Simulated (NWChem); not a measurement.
Species: C4H3Br; SMILES C#CC(=C)Br

All runs: NWChem. The geometry was optimised at PBE0/def2-SVP. Level: M05-2X/def2-SVP with COSMO at NWChem's default radii, gas-phase geometry; rows give the dielectric constant.

```json
[
 {"dielectric constant": "1.5", "electrostatic solvation energy (kcal/mol)": "-1.2", "dipole in solution (D)": "1.65"},
 {"dielectric constant": "2.4", "electrostatic solvation energy (kcal/mol)": "-2.2", "dipole in solution (D)": "1.77"},
 {"dielectric constant": "3.9", "electrostatic solvation energy (kcal/mol)": "-2.9", "dipole in solution (D)": "1.87"},
 {"dielectric constant": "7.6", "electrostatic solvation energy (kcal/mol)": "-3.5", "dipole in solution (D)": "1.94"},
 {"dielectric constant": "11.7", "electrostatic solvation energy (kcal/mol)": "-3.7", "dipole in solution (D)": "1.97"}
]
```
